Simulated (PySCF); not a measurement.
C3H5AlO2.
SMILES: `[O]1[AlH2-][O+]=CC=C1`

Computed, not measured: PBE0-D3(BJ)/def2-SVP geometry optimisation, gas phase (PySCF 2.14.0).

Masses are those of the commonest isotopes; rigid-rotor values at the optimised geometry. 

**Question.** Give the principal moments of inertia and the rotational constants in MHz.

**Answer.** Ia = 107.86, Ib = 151.94, Ic = 251.91 u·Å²; 505379 MHz·u·Å²/I gives A = 4685, B = 3326, C = 2006 MHz.

**Question.** Classify the top.

**Answer.** An asymmetric top. Ray's parameter κ = (2B − A − C)/(A − C) = -0.015; −1 is the prolate and +1 the oblate limit.

**Question.** Is it planar, by Δ = Ic − Ia − Ib?

**Answer.** Not planar: Δ = Ic − Ia − Ib = -7.89 u·Å². For a rigid frame Δ = −2 Σ m c², so Σ m c² = 3.95 u·Å² lies off the ab plane: 3.94 from hydrogen and 0.01 from heavier atoms. The atom farthest from that plane is 1.42 Å away.

**Question.** Give the other two planar moments, Paa and Pbb, and the rms extents of the mass along the axes.

**Answer.** Paa = Σ m a² = (Ib + Ic − Ia)/2 = 147.99 and Pbb = Σ m b² = (Ia + Ic − Ib)/2 = 103.92 u·Å². With the mass M = 100.01 u, the rms extents √(P/M) along a, b and c are 1.22, 1.02, 0.20 Å.

**Question.** Which lines would a microwave search look for?

**Answer.** The dipole components are |μa| = 4.26 D, |μb| = 0.00 D, |μc| = 0.00 D; the symmetry axis of this C2v structure is a, so μb and μc vanish by symmetry and there are no b-type or c-type lines. Some lines, for components of 0.1 D or more:

```json
{"type": "a", "branch": "Q", "J(Ka,Kc)": "2(2,0) ← 2(2,1)", "MHz": "602", "lower level (cm⁻¹)": "0.803"}
{"type": "a", "branch": "Q", "J(Ka,Kc)": "1(1,0) ← 1(1,1)", "MHz": "1320", "lower level (cm⁻¹)": "0.223"}
{"type": "a", "branch": "Q", "J(Ka,Kc)": "2(1,1) ← 2(1,2)", "MHz": "3960", "lower level (cm⁻¹)": "0.535"}
{"type": "a", "branch": "R", "J(Ka,Kc)": "1(0,1) ← 0(0,0)", "MHz": "5332", "lower level (cm⁻¹)": "0.000"}
{"type": "a", "branch": "R", "J(Ka,Kc)": "2(1,2) ← 1(1,1)", "MHz": "9345", "lower level (cm⁻¹)": "0.223"}
{"type": "a", "branch": "R", "J(Ka,Kc)": "2(0,2) ← 1(0,1)", "MHz": "10063", "lower level (cm⁻¹)": "0.178"}
{"type": "a", "branch": "R", "J(Ka,Kc)": "2(1,1) ← 1(1,0)", "MHz": "11985", "lower level (cm⁻¹)": "0.267"}
```

Whether it is a minimum is left open (no frequencies). Constants of a rigid frame at the computed geometry: no zero-point averaging, no centrifugal distortion. Quadrupole hyperfine structure (27Al) is left out.

On one thread of an Arm Neoverse V2, no GPU, shared host with 96 logical CPUs at a one-minute load of 56, this took 54 s and 0.47 GiB of memory at its peak. These figures are those of the optimisation.
